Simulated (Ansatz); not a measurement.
Basis sets compared for the cluster Ba2S2⁻ (the lowest doublet isomer of a short search). Total charge -1; doublet. Geometry r2SCAN-D4/def2-SVPD. Ansatz on 2 threads of Intel Xeon Platinum 8259CL on a shared host; times are rough, and most runs start from earlier orbitals.

```csv
atom,x (Å),y (Å),z (Å)
Ba1,1.2958,-1.2229,-0.9573
Ba2,-1.2960,1.2230,0.9576
S3,0.6186,-0.7291,1.7694
S4,-0.6185,0.7291,-1.7697
```

In the def2 sets Ba takes a core potential; there is no spin–orbit coupling. At PBE-D4/def2-SVPD, PBE-D4/def2-TZVPD, PBE0-D4/def2-SVPD, PBE0-D4/def2-TZVPD the highest occupied level of the charge -1 doublet lies above zero (up to 0.55 eV). By energy differences its removal costs 0.58 eV (vertical, to the charge 0 singlet, at PBE-D4/def2-TZVPD); a positive level beside a positive removal energy at the same level points to self-interaction error. At PBE-D4/def2-SVPD, PBE-D4/def2-TZVPD the gap within one spin of the charge -1 doublet nearly closes, so an electron or hole may be smeared out by delocalisation error. The structure comes from a short search, and lower isomers may exist.

```
            level  functions  energy (Eh)  HOMO (eV)  LUMO (eV)  wall time
 PBE-D4/def2-SVPD        120    -847.0066       0.54       0.62      8.5 s
PBE0-D4/def2-SVPD        120    -847.0261       0.29       0.78       10 s
```

Task: Estimate the rows for PBE-D4/def2-TZVPD (with forces), PBE0-D4/def2-TZVPD.

Result: 
| level | functions | energy (Eh) | HOMO (eV) | LUMO (eV) | wall time |
| --- | --- | --- | --- | --- | --- |
| PBE-D4/def2-TZVPD (with forces) | 172 | -847.3202 | 0.55 | 0.64 | 8.5 s |
| PBE0-D4/def2-TZVPD | 172 | -847.3364 | 0.31 | 0.80 | 10 s |
